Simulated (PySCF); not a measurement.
C6H16N3P.
Atom-mapped SMILES: `[CH3:1][N:2]([CH3:3])[P:4]([NH2:5])[N:6]1[CH2:7][CH2:8][CH2:9][CH2:10]1` (hydrogens: H11, H12, H13 on C1; H14, H15, H16 on C3; H17, H18 on N5; H19, H20 on C7; H21, H22 on C8; H23, H24 on C9; H25, H26 on C10)

Cartesian coordinates in Å at the PBE0-D3(BJ)/def2-SVP level; atoms count from 1:
```xyz
26
C6H16N3P angstrom
C      2.5928   -1.6689   -0.0602
N      1.7469   -0.5146   -0.2064
C      2.2349    0.5073   -1.0939
P      0.5702   -0.2067    1.0005
N      0.9805    1.2195    1.8430
N     -0.5884    0.5853   -0.0523
C     -1.1757   -0.2636   -1.0800
C     -2.4784   -0.8331   -0.4824
C     -2.8294    0.1408    0.6602
C     -1.7354    1.2205    0.5821
H      2.1372   -2.3734    0.6522
H      2.7200   -2.1939   -1.0252
H      3.6066   -1.4164    0.3132
H      1.4821    1.3055   -1.1755
H      3.1932    0.9480   -0.7505
H      2.4029    0.1005   -2.1077
H      1.5309    1.0909    2.6846
H      1.2589    2.0425    1.3125
H     -0.4592   -1.0338   -1.3998
H     -1.4010    0.3591   -1.9649
H     -3.2744   -0.9067   -1.2386
H     -2.3109   -1.8479   -0.0918
H     -2.7839   -0.3723    1.6331
H     -3.8394    0.5674    0.5666
H     -2.0713    2.0559   -0.0598
H     -1.4534    1.6448    1.5549
```

All values: PBE0/pcSseg-1 (PySCF, non-relativistic), on one gas-phase PBE0-D3(BJ)/def2-SVP geometry that isn't relaxed in the solvent. The solvent is an IEF-PCM continuum (Bondi radii, 1.10 Å for H, scaled by 1.2). The model holds no explicit solvent molecules, cavitation or dispersion.

Gas phase at PBE0/pcSseg-1: HOMO -5.65 eV, LUMO 1.13 eV, dipole 1.21 D.

**Question.** What does the continuum do to the energy, the frontier levels and the dipole at PBE0/pcSseg-1 in chloroform and methanol?

**Answer.** 
```
   solvent      ε  E(solvent) − E(gas) (kcal/mol)  polarisation term (kcal/mol)  distortion of the solute (kcal/mol)  HOMO (eV)  LUMO (eV)  dipole (D)
chloroform  4.711                           -3.10                         -3.34                                 0.24      -5.74       1.22        1.50
  methanol  32.61                           -4.36                         -4.86                                 0.50      -5.80       1.23        1.64
```

The first energy column is the sum of the next two and covers electrostatics alone. From chloroform to methanol the lowering changes by a factor 1.40, Onsager's factor (ε − 1)/(2ε + 1) by 1.34 and ε itself by 6.9.

**Question.** Which radius a makes the point-dipole formula ΔE = −[(ε − 1)/(2ε + 1)]·μ²/a³ give the value in methanol, with the gas-phase dipole?

**Answer.** μ = 0.478 au and |ΔE| = 0.00694 Eh give a = 1.33 Å; the farthest nucleus lies 3.92 Å from the centroid of the nuclei, so such a sphere wouldn't even hold the nuclei. The formula assumes a rigid point dipole at the centre of a sphere.

**Question.** Give the dipole vector in the frame of the coordinates (D, pointing from negative to positive charge), gas and methanol.

**Answer.** Gas (1.01, 0.61, -0.30), solvent (1.32, 0.82, -0.52). Its length changes by +35 % and its direction by 4°.

**Question.** Which Hirshfeld charges (PBE0/pcSseg-1) respond most in chloroform (means over atoms taken as equivalent)?

**Answer.** 
```tsv
atoms	environment	gas (e)	solvent (e)	change
P4	three-coordinate phosphorus	+0.243	+0.229	-0.014
H17/H18	N–H hydrogen	+0.113	+0.119	+0.006
N6	nitrogen bonded to 2 C and P	-0.140	-0.143	-0.003
N5	nitrogen bonded to P and 2 H	-0.269	-0.272	-0.003
H11 (×6)	methyl hydrogen	+0.032	+0.033	+0.001
C7/C10	sp3 carbon bound to nitrogen	-0.036	-0.037	-0.001
```

**Question.** Which Mayer bond orders change most in chloroform?

**Answer.** 
```
  bond  length (Å)    gas  solvent  change
 P4–N5       1.706  0.996    1.006  +0.010
 N2–P4       1.714  0.943    0.950  +0.007
N5–H17       1.014  0.949    0.943  -0.006
 C1–N2       1.438  0.972    0.968  -0.004
 N2–C3       1.439  0.937    0.934  -0.003
 N6–C7       1.457  0.953    0.950  -0.003
N5–H18       1.018  0.926    0.923  -0.003
 C7–C8       1.542  1.027    1.029  +0.002
```

**Question.** How do the nuclear quadrupole coupling constants eQVzz/h respond in chloroform?

**Answer.** 
```json
{"nucleus": "14N at N2", "Q (barn)": "0.02044", "gas (MHz)": "-5.71", "solvent (MHz)": "-5.69", "η gas": "0.17", "η solvent": "0.16"}
{"nucleus": "14N at N5", "Q (barn)": "0.02044", "gas (MHz)": "-4.87", "solvent (MHz)": "-4.74", "η gas": "0.11", "η solvent": "0.09"}
{"nucleus": "14N at N6", "Q (barn)": "0.02044", "gas (MHz)": "-5.28", "solvent (MHz)": "-5.25", "η gas": "0.11", "η solvent": "0.11"}
```
